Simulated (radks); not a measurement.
The numbers below are computed, except where a source is named.
Effect of the nuclear size on the potassium ion K+, [Ar]. Level of theory: Dirac Kohn-Sham, exchange-only LDA, spin-unpolarised, spherical densities, finite nucleus; Fermi nuclear charge, rms radius 3.4349 fm (a radial shooting solver on a logarithmic mesh with Libxc functionals). The rms radius is varied about that value; shifts are against it.

| rms radius (fm) | total energy shift (eV) | density at nucleus (e/bohr^3) | 1s1/2 shift (meV) | 2s1/2 shift (meV) |
|---|---|---|---|---|
| 2.8991 | -0.00674 | 5172 | -2.85 | -0.221 |
| 3.2906 | -0.00192 | 5157 | -0.813 | -0.063 |
| 3.4349 | 0 | 5152 | 0.000 | 0.000 |
| 3.7166 | 0.00399 | 5142 | 1.69 | 0.131 |
| 4.1356 | 0.0105 | 5130 | 4.43 | 0.343 |

Slopes of the eigenvalues against <r^2> in GHz/fm^2, as finite differences over the two radii next to the reference (eigenvalue slopes, not the field-shift constants of lines): 1s1/2 202, 2s1/2 15.7.
